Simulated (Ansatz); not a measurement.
`C[SiH2]B(F)Cl` + `C[SiH](S)S` → `C[SiH2]B(F)S` + `C[SiH](S)Cl`  (redistribution)

Computed with Ansatz on PBE0-D4/def2-TZVP structures; ΔE is electronic, products minus reactants. CCSD(T)/CBS is the MP2 limit (def2-TZVPP, def2-QZVPP) plus CCSD(T) − MP2 in def2-TZVPP, frozen cores. DFT in def2-TZVPP. B3LYP here is the variant with VWN-RPA as its local correlation; programs differ in this. Each species was taken in one conformer, which may not be the lowest.

```
             level  ΔE (kJ/mol)  difference from CCSD(T)/CBS
            PBE-D4        -20.6                          1.2
         r2SCAN-D4        -22.0                         -0.2
           PBE0-D4        -20.6                          1.2
          B3LYP-D4        -21.7                          0.1
           ωB97X-V        -20.9                          0.9
           ωB97M-V        -21.1                          0.7
            B2PLYP        -21.6                          0.2
               PBE        -20.6                          1.2
            r2SCAN        -22.0                         -0.2
              PBE0        -20.6                          1.2
             B3LYP        -21.7                          0.1
     HF/def2-TZVPP        -20.0                          1.8
    MP2/def2-TZVPP        -20.5                          1.3
SCS-MP2/def2-TZVPP        -20.6                          1.2
   CCSD/def2-TZVPP        -20.4                          1.4
CCSD(T)/def2-TZVPP        -20.6                          1.2
     HF/def2-QZVPP        -20.4                          1.4
    MP2/def2-QZVPP        -21.3                          0.5
SCS-MP2/def2-QZVPP        -21.3                          0.5
      HF/CBS(def2)        -20.4                          1.4
     MP2/CBS(def2)        -21.7                          0.1
    CCSD/CBS(def2)        -21.6                          0.2
       CCSD(T)/CBS        -21.8                            0
```

Largest T1 diagnostic among the species: 0.013.
